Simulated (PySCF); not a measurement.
## A search over the determinants of RuF

Unrestricted PBE0; PySCF, scalar-relativistic core potentials, basis sets Ru cc-pVDZ-PP with ECP28, F cc-pVDZ. Outer shells of the fragments: Ru 4d7 5s1; F 2s2 2p5.

Followed along the bond (rough minima from three points):

| 2Ms+1 | unpaired | ⟨S²⟩ at the start | R at minimum (Å) | Te (eV) |
| --- | --- | --- | --- | --- |
| 4 | σ ↑, π ↑, δ ↑ | 3.76 | 1.91 | 0.00 |
| 4 | π ↑↑, δ ↑ | 3.81 | 1.90 | 0.07 |
| 4 | σ ↑, π ↑, δ ↑ | 3.75 | 1.90 | 0.09 |
| 6 | σ ↑↑, π ↑↑, δ ↑ | 8.75 | 1.92 | 0.12 |
| 4 | σ ↑, π ↑↑ | 3.76 | 1.88 | 0.35 |
| 4 | σ ↑, δ ↑↑ | 3.76 | 1.94 | 0.41 |

Solutions found at the starting distance of 1.810 Å, counted from the lowest of them; the search is not exhaustive and high or unbound solutions are not listed, so other states can lie among these:

| 2Ms+1 | unpaired | term | E (eV) | ⟨S²⟩ | ⟨Lz²⟩ | μ (D) |
| --- | --- | --- | --- | --- | --- | --- |
| 4 | σ ↑, π ↑, δ ↑ | mixed | 0.00 | 3.76 | 4.66 | -3.71 |
| 4 | π ↑↑, δ ↑ | ⁴Δ | 0.05 | 3.81 | 4.01 | -4.02 |
| 4 | σ ↑, π ↑, δ ↑ | mixed | 0.08 | 3.75 | 5.01 | -3.67 |
| 6 | σ ↑↑, π ↑↑, δ ↑ | ⁶Δ | 0.16 | 8.75 | 4.01 | -0.75 |
| 4 | σ ↑, π ↑↑ | ⁴Σ⁻ | 0.30 | 3.76 | 0.00 | -4.08 |
| 4 | σ ↑, δ ↑↑ | ⁴Σ⁻ | 0.51 | 3.76 | 0.00 | -3.46 |

A term symbol is given only where ⟨S²⟩ and ⟨Lz²⟩ are close to those of a pure state; real π, δ and φ orbitals otherwise mix terms. A positive dipole means Ru(−)F(+).

Spin–orbit coupling is left out. The state is the lowest single determinant that the PBE0 search found; with open d or f shells the true ground state can be another one.
